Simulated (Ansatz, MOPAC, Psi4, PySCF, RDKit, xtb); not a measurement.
Dimer: CH4 (SMILES C) (first 5 atoms) with CH6Si (SMILES C[SiH3]); geometry from B3LYP-D3(BJ)/def2-TZVP, rigid monomers moved along the line of their centres of mass till C1···Si7 is 5.44 Å.
(charge 0, multiplicity 1):
```xyz
13

C     -0.082     0.001    -0.313
H     -1.037    -0.095     0.201
H      0.302     1.013    -0.185
H      0.628    -0.711     0.105
H     -0.219    -0.201    -1.374
C     -0.120     1.271     4.974
Si     0.222    -0.569     5.093
H     -0.243     1.577     3.934
H      0.702     1.848     5.402
H     -1.032     1.532     5.513
H     -0.893    -1.349     4.505
H      0.379    -0.977     6.510
H      1.468    -0.919     4.369
```

| level | interaction energy (kcal/mol) | cost |
|---|---|---|
| MMFF94 | -0.19 | - |
| GFN-FF | -0.26 | - |
| AM1 | 0.00 | - |
| PM3 | 0.01 | - |
| PM7 | -0.23 | - |
| HF/STO-3G (no counterpoise) | -0.01 | - |
| HF/6-31G* | -0.02 | - |
| r2SCAN/def2-TZVPPD | -0.07 | ×1 |
| r2SCAN-D4/def2-TZVPPD | -0.22 | ×1 |
| B3LYP/6-31G* (no counterpoise) | -0.03 | - |
| B3LYP/6-311+G** (no counterpoise) | 0.04 | - |
| B3LYP/def2-TZVPPD | 0.06 | ×1 |
| B3LYP-D4/def2-TZVPPD | -0.18 | ×1 |
| M06-2X/6-31G* (no counterpoise) | -0.18 | - |
| wB97X-V/def2-TZVPPD | -0.21 | ×3 |
| MP2/6-31G* | -0.11 | - |
| SCS-MP2/aug-cc-pV(D+d)Z | -0.16 | - |
| CCSD/aug-cc-pV(D+d)Z | -0.19 | - |
| CCSD(T)/aug-cc-pV(D+d)Z | -0.21 | ×10 |
| SAPT0/jun-cc-pV(D+d)Z | -0.15 | - |

The rows run from -0.26 (GFN-FF) to 0.06 kcal/mol (B3LYP/def2-TZVPPD). The dispersion term adds -0.15 in r2SCAN-D4, -0.24 in B3LYP-D4. The 3 functionals in def2-TZVPPD without D3 or D4 span 0.27, from wB97X-V to B3LYP.

Monomers are frozen at their geometry in the pair; levels with a basis set take the counterpoise correction. Rows marked so take none.

Frozen-core correlation. Rows in 6-311+G**, 6-31G*, STO-3G carry no dispersion term and start afresh at each structure (6-31G* with six Cartesian d functions). MP2/6-31G* freezes PySCF's default core. The state that AM1, PM3, PM7 reach isn't checked; PM7 holds dispersion and hydrogen-bond terms.

Programs: Ansatz (Gaussian basis) for Hartree–Fock, density functionals and correlated methods; MOPAC for AM1, PM3, PM7 (differences of heats of formation); Psi4 for SAPT; PySCF for 6-311+G** rows, 6-31G* rows, STO-3G rows, the dispersion terms; RDKit for the force fields; xtb for the GFN methods. Each number belongs to the level named beside it.

Costs are rough ratios of core time to PBE/def2-TZVPPD (about 9 s over the structures, on one shared machine); a dash marks a level with no comparable run of its own.

Ansatz is a program for electronic structure.
